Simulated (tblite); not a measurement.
Input of a run (GFN2-xTB geometry optimisation, gas phase (tblite 0.8.0)), started from a force field or distance geometry:
```
{"job": {"kind": "relax", "xc": "GFN2-xTB", "basis": "xTB"}, "charge": 0, "multiplicity": 1}
C     -1.005600    -1.473000     0.064200
C     -0.565700    -0.145600     0.689300
Si    -1.814200     1.264500     0.411500
S     -0.792500     2.197700    -1.246600
C      0.632300     1.030500    -1.219700
C      0.792200     0.391800     0.163000
F      1.209500     1.380000     1.031900
C      1.923200    -0.640900     0.121800
F      1.988800    -1.324000     1.295500
F      1.682100    -1.571200    -0.843100
H     -1.066800    -1.410100    -1.029100
H     -0.337000    -2.288600     0.330900
H     -2.014400    -1.756500     0.434200
H     -0.486800    -0.290400     1.782000
H     -3.146700     0.753200    -0.017700
H     -1.885800     2.196300     1.575100
H      1.528500     1.606400    -1.494300
H      0.457300     0.270500    -1.999600
H      2.891800    -0.181300    -0.056600
```

Output (eV, eV/Å):
```
step      E/eV     max force
  0    -938.84379    0.882
  1    -938.88991    0.426
  2    -938.90733    0.272
  3    -938.91661    0.243
  4    -938.92236    0.200
  5    -938.92666    0.187
  6    -938.93033    0.205
  7    -938.93317    0.131
  8    -938.93462    0.096
  9    -938.93548    0.083
 10    -938.93637    0.089
 11    -938.93748    0.082
 12    -938.93868    0.095
 13    -938.93978    0.099
 14    -938.94080    0.090
 15    -938.94185    0.075
 16    -938.94290    0.069
 17    -938.94380    0.074
 18    -938.94460    0.071
 19    -938.94557    0.076
 20    -938.94686    0.094
 21    -938.94833    0.095
 22    -938.94961    0.067
 23    -938.95050    0.060
 24    -938.95118    0.063
 25    -938.95189    0.061
 26    -938.95257    0.063
 27    -938.95314    0.053
 28    -938.95358    0.047
 29    -938.95391    0.047
 30    -938.95412    0.031
 31    -938.95429    0.031
 32    -938.95447    0.032
 33    -938.95467    0.032
 34    -938.95488    0.038
 35    -938.95509    0.038
 36    -938.95533    0.040
 37    -938.95561    0.049
 38    -938.95591    0.056
 39    -938.95621    0.052
 40    -938.95649    0.037
 41    -938.95676    0.035
 42    -938.95699    0.035
 43    -938.95716    0.036
 44    -938.95731    0.032
 45    -938.95749    0.032
 46    -938.95770    0.045
 47    -938.95791    0.040
 48    -938.95809    0.041
 49    -938.95827    0.042
 50    -938.95850    0.047
 51    -938.95880    0.049
 52    -938.95909    0.034
 53    -938.95928    0.043
 54    -938.95943    0.043
 55    -938.95961    0.042
 56    -938.95980    0.039
 57    -938.95993    0.020
 58    -938.96002    0.018
 59    -938.96009    0.023
 60    -938.96020    0.035
 61    -938.96033    0.035
 62    -938.96044    0.023
 63    -938.96049    0.014
 64    -938.96052    0.012
 65    -938.96055    0.013
 66    -938.96057    0.011
 67    -938.96059    0.009
```

Question: Summarise the run.

Answer: The energy falls by 11.3 kJ/mol over 67 L-BFGS steps, the largest force on an atom goes from 0.88 to 0.009 eV/Å, and the atoms move by 0.159 Å rms after alignment. Among the bonds, Si3–H15 and Si3–H16 change most and about equally (-0.037 to -0.036 Å). Bonds longer at the end by more than 0.005 Å: 4 of 19; shorter: 14. Among the angles that change most is Si3–C2–H14, from 106.7° to 111.4°. Among the dihedrals that turn most is C2–C6–C8–F10, from 69° to 83°. The energy never rose by more than 1e-5 eV on the way. The first step brought 39 % of the lowering.

Question: What are the final bond lengths?

Answer: C1–C2 1.525 Å, C2–Si3 1.912 Å, Si3–S4 2.144 Å, S4–C5 1.831 Å, C5–C6 1.523 Å, C6–F7 1.396 Å, C6–C8 1.542 Å, C8–F9 1.350 Å, C8–F10 1.352 Å, C2–C6 1.524 Å, C1–H11 1.088 Å, C1–H12 1.088 Å, C1–H13 1.087 Å, C2–H14 1.092 Å, Si3–H15 1.454 Å, Si3–H16 1.455 Å, C5–H17 1.090 Å, C5–H18 1.089 Å, C8–H19 1.101 Å. Numbering counts from 1 in the input's order; the species is `C[C@@H]1[SiH2]SC[C@]1(F)C(F)F`.

Its GFN2-xTB frequencies are all real (lowest 63 cm⁻¹). One conformer, not necessarily the lowest. 3 starts were optimised and ended at 0.00, 2.46 and 2.62 kcal/mol (GFN2-xTB); the lowest of these is shown.

These are computed values.
